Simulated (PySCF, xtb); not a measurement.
CH₇ClFNSi₂, SMILES CN[SiH2][Si@@H](F)Cl.

GFN2-xTB (xtb) at its own geometry gives an orbital gap of 4.38 eV and a dipole moment of 3.54 D.

Coordinates come from a B3LYP-D3(BJ)/def2-SVP optimisation. The structure was generated by enumeration; whether it is a known compound was not checked. One conformer was computed; it need not be the lowest.

Task: What does PBE/def2-TZVP (PySCF) give? (The exact figures need the calculation; the answer reports its results.)

Result: gap 4.04 eV (levels -5.68 and -1.64 eV), dipole 3.00 D.
